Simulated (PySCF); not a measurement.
Gas-phase reaction: 3 BrF + 3 GaF → GaBr3 + 2 GaF3

Energies from PySCF (xtb for GFN2), thermal terms from the rigid-rotor harmonic-oscillator model, ideal gas at 1 bar. † marks an energy on the PBE0/def2-TZVP geometry and frequencies; other levels use their own. MP2 and CCSD(T) freeze the core. 6-31G* has spherical d functions here. All species are closed-shell singlets. Br, Ga: all electrons, no relativistic terms. MP2 isn't extrapolated to the basis-set limit. CCSD(T) isn't extrapolated to the basis-set limit.

```tsv
level	ΔH°(298 K), kJ
CCSD(T)/def2-SVP†	(withheld)
CCSD(T)/def2-TZVPP†	-1281
GFN2-xTB	-774
HF/6-31G*	(withheld)
M06-2X/def2-TZVP†	-1295
MP2/def2-SVP†	-1435
PBE/def2-SVP	-1159
PBE/def2-TZVP†	(withheld)
PBE0/def2-QZVP†	-1197
PBE0/def2-TZVP	-1205
ωB97X-V/def2-TZVP†	(withheld)
```

**Question.** Fill in the missing entries.

**Answer.** 
- CCSD(T)/def2-SVP†, ΔH°(298 K), kJ: -1318
- HF/6-31G*, ΔH°(298 K), kJ: -1307
- PBE/def2-TZVP†, ΔH°(298 K), kJ: -1101
- ωB97X-V/def2-TZVP†, ΔH°(298 K), kJ: -1228
